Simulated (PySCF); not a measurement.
SMILES B[SiH2]CC(F)(F)F (C2H6BF3Si) (GFN2-xTB optimised geometry):

```
13

B      1.503    -1.642     0.000
Si    -0.456    -1.642     0.000
C     -1.050     0.199     0.000
C     -0.345     0.942    -1.081
F     -0.715     2.233    -1.191
F     -0.537     0.402    -2.298
F      0.996     0.966    -0.903
H      2.109    -1.211     0.902
H      2.120    -2.072    -0.894
H     -1.174    -2.233    -1.142
H     -1.140    -2.180     1.190
H     -0.824     0.695     0.942
H     -2.120     0.284    -0.179
```

Computed with PBE/def2-TZVP (PySCF 2.14.0).

Task: What are the frontier orbital energies and the dipole moment?

Result: HOMO-2 -8.24 eV, HOMO-1 -8.03 eV, HOMO -7.58 eV, LUMO -3.63 eV, LUMO+1 -0.01 eV; dipole moment 1.89 D.

On the same geometry PBE0/def2-TZVP (PySCF) gives HOMO-2 -9.62 eV, HOMO-1 -9.39 eV, HOMO -8.87 eV, LUMO -2.63 eV, LUMO+1 0.82 eV; dipole moment 2.08 D.

Meta-Löwdin charges at PBE/def2-TZVP: B1 -0.20, Si2 0.45, C3 -0.46, C4 0.74, F5 -0.26, F6 -0.26, F7 -0.26, H8 0.05, H9 0.05, H10 -0.08, H11 -0.07, H12 0.15, H13 0.15.
